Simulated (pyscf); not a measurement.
This saddle point was located with ωB97X-D3(BJ)/def2-SVP in PySCF.

```xyz
6

As     0.4136     2.2546    -0.2363
As     0.3946     1.2359    -2.1171
As     0.5269    -0.2485     0.6296
H      0.6456    -0.4332    -1.0646
H     -0.9805    -0.3367     0.5312
H      0.5315    -1.1902     1.8807
```

Surface: singlet, charge 0. Lowest wavenumbers (cm⁻¹): 1187i, 130, 203, 361, 436.

**Question.** What reaction is this the transition state of?

**Answer.** As≡As + AsH₃ ⇌ HAs=As–AsH₂, an addition across a multiple bond or ene-type step read from left to right: As–H broken and As–As, As–H formed. At CCSD(T)/def2-TZVPP + ΔMP2(QZVPP) it lies +110.9 kJ/mol from the left side and +147.3 kJ/mol from the right (each side as separated species at their lowest minima found). On the product side the descent ends in the other cis-trans isomer, a step of its own away from the zero, 8.0 kJ/mol over the lowest minimum found and 164.6 kJ/mol under the saddle at ωB97X-D3(BJ). At ωB97X-D3(BJ) the barrier from the zero used here is 91.1 kJ/mol. One saddle was located; it need not be the lowest between these sides. The CCSD(T) − MP2 part came from Ansatz, without density fitting, on the same reference. The frozen core leaves the outer d or s,p core shells of the metals and heavy elements correlated in the MP2 and CC values, and def2-TZVPP describes them poorly, which can shift differences by a few kcal/mol. Elements up to Kr have no core potential and no relativistic terms here.
